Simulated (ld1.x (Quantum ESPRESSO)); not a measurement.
Configuration tests for C (PAW)

| Quantity | Value |
| --- | --- |
| Element | carbon (C) |
| Generator | ld1.x (Quantum ESPRESSO) 7.5 |
| Type | PAW |
| Functional | PBE |
| Relativity | non-relativistic |
| Frozen core | [He] |
| Valence charge | 4 |
| Reference configuration | 2s2 2p1.75 (charge +0.25) |
| Partial waves | 2s (bound): rcut 0.65, rcutus 0.85 bohr; 2s channel at 0.75 Ry: rcut 0.65, rcutus 0.85 bohr; 2p (bound): rcut 1.95, rcutus 2.50 bohr; 2p channel at -0.2 Ry: rcut 1.95, rcutus 2.50 bohr |
| Local potential | all-electron potential smoothed inside 1.50 bohr (lloc = -1) |
| Core correction | a·sin(br)/r model core inside 0.40 bohr |
| Augmentation charge | BESSEL, radius 0.45 bohr |

Energies are relative to the spin-unpolarised reference configuration 2s2 2p1.75; without spin polarisation the order of configurations can differ from experiment. Not all tests gave a result: 2 of 7 tests not solved or not reliable. Left out of the table: 2s2 2p2 (solver errors, printed error -30.8 eV); 2s2 2p2.3 (solver errors, printed error -35.0 eV). The frozen-core shift is the all-electron ΔE with the core orbitals held at their reference shape minus the fully relaxed ΔE.

| valence configuration | charge | ΔE all-electron (eV) | error AE − PS (meV) | frozen-core shift (meV) |
| --- | --- | --- | --- | --- |
| 2s2 2p1 | +1 | 9.223 | +14 | +0.2 |
| 2s2 2p0 | +2 | 33.382 | +114 | +2.7 |
| 2s1 2p3 | 0 | 6.820 | +34 | +0.4 |
| 2s1 2p0 | +3 | 81.555 | +43 | +15 |
| 2s2 2p1.5 | +0.5 | 2.322 | +1.1 | 0.0 |

Levels in the configuration 2s2 2p1:

| level | all-electron (eV) | pseudo (eV) |
| --- | --- | --- |
| 2s | -25.745 | -25.766 |
| 2p | -17.008 | -16.964 |
